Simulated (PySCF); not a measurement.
SMILES C[Si](O)(O)[Si](C)(O)O (C2H10O4Si2) (GFN2-xTB optimised geometry):

```
18

Si     0.455    -0.112     0.000
C     -0.135    -0.948    -1.612
O      0.062     1.475     0.000
O      2.098    -0.112     0.000
Si    -0.489    -0.933     1.903
C     -2.362    -1.287     1.779
O     -0.234    -0.015     3.240
O      0.337    -2.310     2.209
H      0.405    -0.565    -2.475
H      0.015    -2.023    -1.585
H     -1.192    -0.773    -1.785
H      0.534     2.075    -0.574
H      2.569    -0.924     0.157
H     -2.569    -2.075     1.062
H     -2.767    -1.603     2.737
H     -2.917    -0.409     1.463
H     -0.488     0.903     3.237
H      0.278    -2.711     3.073
```

Method: B3LYP/def2-SVP run with PySCF.

Problem. What are the frontier orbital energies and the dipole moment?

Solution. HOMO-2 -8.44 eV, HOMO-1 -8.01 eV, HOMO -6.61 eV, LUMO 0.47 eV, LUMO+1 0.87 eV; dipole moment 0.38 D.

On the same geometry PBE/def2-SVP (PySCF) gives HOMO-2 -6.94 eV, HOMO-1 -6.68 eV, HOMO -5.47 eV, LUMO -0.22 eV, LUMO+1 0.23 eV; dipole moment 0.25 D.

Meta-Löwdin charges at B3LYP/def2-SVP: Si1 1.04, C2 -0.57, O3 -0.72, O4 -0.72, Si5 1.04, C6 -0.57, O7 -0.72, O8 -0.72, H9 0.10, H10 0.11, H11 0.11, H12 0.32, H13 0.33, H14 0.11, H15 0.10, H16 0.11, H17 0.33, H18 0.32.
